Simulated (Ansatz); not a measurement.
AgH, SMILES `[AgH]`, relaxed with RKS PBE0-D4/def2-TZVP in the Gaussian-basis code of Ansatz from a PBE-D4/def2-SVP geometry. The force threshold is 0.005 eV/Å; the program also tests the step.

The species carries charge 0 and has multiplicity 1. Ag takes the def2 core potential.

Start:

```xyz
2

Ag    0.613    0.056   -0.522
H    -0.613   -0.056    0.522
```

Task: How much energy does the relaxation release, and in how many steps? (An estimate is asked.)

Result: The calculation gave: 0.00 kcal/mol, in 2 steps.

Task: Which bonds change most? (Best estimate.)

Result: The calculation gave: Ag1–H2 from 1.613 to 1.617 Å.

Task: Give the relaxed structure. (An estimate is asked.)

Result: Ansatz gave: 
```xyz
2

Ag    0.614    0.057   -0.523
H    -0.614   -0.057    0.523
```
